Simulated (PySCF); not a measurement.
C₉H₇N, SMILES C=Cc1ccccc1C#N (GFN2-xTB optimised geometry):

```
17

C     -2.270    -1.907     0.002
C     -0.952    -1.742     0.001
C     -0.241    -0.470     0.000
C     -0.885     0.767    -0.001
C     -0.169     1.949    -0.001
C      1.219     1.932    -0.001
C      1.888     0.725     0.000
C      1.168    -0.470     0.000
C      1.895    -1.682     0.000
N      2.515    -2.647    -0.002
H     -2.967    -1.087     0.000
H     -2.705    -2.892     0.001
H     -0.313    -2.616     0.002
H     -1.963     0.805    -0.001
H     -0.694     2.892    -0.002
H      1.774     2.858    -0.001
H      2.967     0.691     0.000
```

Method: PySCF 2.14.0 with PBE0/def2-SVP.

Question: What are the frontier orbital energies and the dipole moment?

Answer: HOMO-2 -9.26 eV, HOMO-1 -7.82 eV, HOMO -7.10 eV, LUMO -1.74 eV, LUMO+1 -1.21 eV; dipole moment 4.32 D.

Meta-Löwdin charges at PBE0/def2-SVP: C1 -0.21, C2 -0.10, C3 0.03, C4 -0.10, C5 -0.09, C6 -0.10, C7 -0.08, C8 -0.04, C9 0.10, N10 -0.21, H11 0.11, H12 0.12, H13 0.12, H14 0.11, H15 0.12, H16 0.12, H17 0.12.
